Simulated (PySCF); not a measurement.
Choosing a basis for TDDFT

Compound: CH₂BF₄Ga.
Atom-mapped SMILES: `[F:1][B:2]([F:3])[CH2:4][Ga:5]([F:6])[F:7]` (hydrogens: H8, H9 on C4)

TDDFT with PBE0 (PySCF), vertical singlets, core orbitals frozen in the response, spherical d and f functions. The structure is a single PBE0-D3(BJ)/def2-SVP conformer in the gas phase; no vibrational or solvent corrections. Relativistic effects, spin–orbit coupling among them, are left out although an element past zinc is present.

Problem. Compare 6-31G*, def2-SVP, def2-SVPD, aug-cc-pVDZ and def2-TZVP for this molecule.

Solution. 

```tsv
basis	functions	diffuse	S1 (eV)	S2 (eV)	S3 (eV)	S4 (eV)	S5 (eV)	LUMO (eV)	α (au)
6-31G*	120	no	7.27	7.46	7.80	7.90	8.03	-1.19	41.0
def2-SVP	126	no	7.35	7.58	7.95	8.06	8.15	-1.24	40.1
def2-SVPD	186	yes	7.38	7.50	8.06	8.19	8.32	-1.60	49.0
aug-cc-pVDZ	192	yes	7.32	7.39	7.93	8.05	8.23	-1.62	49.2
def2-TZVP	246	no	7.35	7.50	8.04	8.16	8.29	-1.40	46.6
```

States are compared by their number. Against the largest diffuse basis here (aug-cc-pVDZ, itself not a converged limit), sets without diffuse functions differ by up to 0.05 eV in S1 and 0.20 eV in S5; the smaller diffuse sets differ by up to 0.06 and 0.09 eV. State by state, the largest deviation of a set without diffuse functions is S1 0.05, S2 0.19, S3 0.13, S4 0.16, S5 0.20 eV. The same number needn't mean the same state in each row. Against aug-cc-pVDZ the polarisability deviates by -17% in 6-31G*, -19% in def2-SVP, 0% in def2-SVPD, -5% in def2-TZVP.
